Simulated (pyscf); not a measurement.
Single points on ωB97X-D3(BJ)/def2-SVP structures (PySCF, gas phase).

### Question
Estimate by transition-state theory the rate constant of Cl–GeH₃ + •H₂Si–Cl -> GeH₃• + dichlorosilane (Cl–SiH₂–Cl) (doublet surface; Cl–Ge broken, Cl–Si formed) at 1200 K, with ωB97M-D3(BJ)/def2-TZVP energies (ideal gas, 1 atm, RRHO with modes under 100 cm⁻¹ raised to 100, one conformer, R ln 2 for chiral ones without a mode under 150 cm⁻¹; no tunnelling).

### Answer
The electronic barrier is 10.0 kcal/mol and the thermal terms add +37.5, so ΔG‡ = 47.5 kcal/mol. With k_BT/h = 2.50e+13 s⁻¹ and RT = 2.385 kcal/mol, and a volume of 1.64e-19 cm³ per molecule at 1 atm, k = 9.1e-15 cm³ molecule⁻¹ s⁻¹. Wigner's tunnelling factor for 421i cm⁻¹ would be 1.01. A shift of 1 kcal/mol in the barrier changes k by a factor 1.5. One saddle was located; it need not be the lowest between these sides. The angle at the transferred Cl is 176°. Elements up to Kr have no core potential and no relativistic terms here.
